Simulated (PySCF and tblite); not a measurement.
The numbers below are computed, except where a source is named.
C₄H₆BrGeN, numbered as in [NH2:1][Ge@@H:2]1[CH:3]=[CH:4][C:5]([Br:6])=[CH:7]1.

Conformers came from 90 starts (ETKDG and KDG, UFF, GFN2-xTB); geometries are GFN2-xTB. Weights use PBE0-D3(BJ)/pcSseg-1 energies plus GFN2-xTB zero-point and thermal terms (modes under about 100 cm⁻¹ blended into free rotors). Symmetry numbers and mirror images are counted. Conformers within 2.5 kcal/mol (GFN2-xTB free energy) were kept, 4 at most. (PySCF 2.14, tblite 0.8.)

Torsions listed: H1–N1–Ge2–C3. The 5-ring runs over atoms 2–3–4–5–7.

```tsv
conformer	shape	symmetry	dipole D
1	5-ring flat; 178°	C1	1.82
2	5-ring flat; -80°	C1	2.55
3	5-ring flat; 164°	C1	2.93
```

Question: Which of these conformers is the most populated at 298.15 K, and with what share?

Answer: Conformer 1, about 56 %. The lead over the next is within the error of the method.

Question: Give the DFT energies and free energies relative to the lowest, and all weights.

Answer: 
| conformer | shape | E(DFT) kcal/mol | G(298.15 K) kcal/mol | weight % |
| --- | --- | --- | --- | --- |
| 1 | 5-ring flat; 178° | 0.00 | 0.00 | 55.8 |
| 2 | 5-ring flat; -80° | 0.21 | 0.17 | 42.1 |
| 3 | 5-ring flat; 164° | 2.45 | 1.94 | 2.1 |

Question: How does its share change from 250 K to 350 K?

Answer: From 58 % to 54 %; the mixing entropy goes from 1.45 to 1.61 cal/(mol K).


Conformer gaps in pcSseg-1 on xTB geometries can be 2 kcal/mol off for S=O, P=O and other polar bonds.